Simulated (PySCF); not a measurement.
**Ionisation energy of Te²⁺ by level of theory**

Te²⁺ [Kr] 4d10 5s2 5p2 (3P) → Te³⁺ [Kr] 4d10 5s2 5p1 (2P), as a difference of total energies. Calculation: PySCF 2.14, in x2c-SVPall; scalar relativity by spin-free X2C-1e. Correlated levels: valence: [Kr] 4d10 frozen. The calculations carry no spin-orbit coupling.

```
           method  ionisation energy (eV)
              UHF                  27.020
              LDA                  27.837
    MP2 (valence)                  27.208
SCS-MP2 (valence)                  27.156
   CCSD (valence)                  27.231
```

Problem. Estimate what CCSD(T) (valence) gives.

Solution. 27.236 eV, closest to CCSD (valence) among the rows shown.

Problem. Estimate what PBE gives.

Solution. 27.612 eV, closest to LDA among the rows shown.

The reference lies between the lowest fine-structure levels, while these numbers refer to the centres of the terms.

Errors of the correlated levels include the incompleteness of this basis and the frozen core.

For comparison: 27.84 ± 0.04 eV (measured; NIST Atomic Spectra Database, ionization energies).
